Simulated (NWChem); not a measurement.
## A calculation on Ag2

SMILES: [Ag][Ag]
```xyz
2

Ag     0.0000     0.0000     1.2893
Ag     0.0000     0.0000    -1.2893
```
Charge 0, spin multiplicity 1.

The numbers come from NWChem runs, not from measurements. Structure: optimised with PBE0/def2-SVP with def2 effective core potentials on Ag, a minimum by its harmonic frequencies.

Symmetry labels belong to the abelian group D2h used in the runs, with the axes of the coordinates shown; states degenerate in a higher group split over its labels.

Effective core potentials replace the inner electrons of Ag; spin-orbit coupling is left out. The structure started from a generated list of species.

Question: List the lowest 3 singlet excitations that CIS/def2-SVPD with def2 effective core potentials on Ag gives, with oscillator strengths.

Answer: 
| state | symmetry | energy (eV) | wavelength (nm) | f |
|---|---|---|---|---|
| 1 | b1u | 3.02 | 410 | 0.705 |
| 2 | b3u | 3.97 | 312 | 0.647 |
| 3 | b2u | 3.97 | 312 | 0.647 |
